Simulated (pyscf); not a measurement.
**HO–Si(F)(F)–F, singlet**

Gas-phase minimum from PySCF at ωB97X-D3(BJ)/def2-SVP, one conformer. 

SMILES: O[Si](F)(F)F
```xyz
6

O     -0.0608     0.8699     0.1933
Si    -1.2207    -0.2610     0.1054
F     -0.7783    -1.5128    -0.7890
F     -2.5723     0.3069    -0.5375
F     -1.5315    -0.7714     1.5831
H      0.2573     1.2944    -0.6095
```

Bonded distances (Å): O1–Si2 1.622, O1–H6 0.962, Si2–F3 1.601, Si2–F4 1.601, Si2–F5 1.594. Angles (°): Si2–O1–H6 119.9, O1–Si2–F3 112.2, O1–Si2–F4 112.2, O1–Si2–F5 108.2, F3–Si2–F4 106.6, F3–Si2–F5 108.8, F4–Si2–F5 108.7.

Properties at ωB97X-D3(BJ)/def2-SVP:

- Harmonic wavenumbers, unscaled = 112, 259, 276, 358, 376, 380, 746, 789, 1000, 1024, 1048, 3951 cm⁻¹
- Zero-point energy = 14.8 kcal/mol
- Rotational symmetry number = 1
- Entropy of this conformer at 298 K and 1 atm, rigid rotor and harmonic oscillator, modes under 100 cm⁻¹ raised to 100 = 319.1 J/(mol K)
- Dipole moment = 2.29 D

Single-point totals, which compare only within one level (frozen core for MP2 and CC):

```tsv
level	total energy (hartree)
ωB97X-D3(BJ)/def2-TZVP	-665.33753
PBE/def2-TZVP	-664.78231
r²SCAN/def2-TZVP	-665.11777
B3LYP-D3(BJ)/def2-TZVP	-665.32110
PBE0-D3(BJ)/def2-TZVP	-664.81079
M06-2X/def2-TZVP	-665.15858
ωB97M-D3(BJ)/def2-TZVP	-665.40671
HF/def2-TZVPP	-663.15817
MP2/def2-TZVPP	-664.25645
CCSD/def2-TZVPP	-664.25897
CCSD(T)/def2-TZVPP	-664.29152
```

Soft torsions are taken as harmonic, which can shift the entropy by several J/(mol K). The CCSD(T) − MP2 part came from Ansatz, without density fitting, on the same reference.
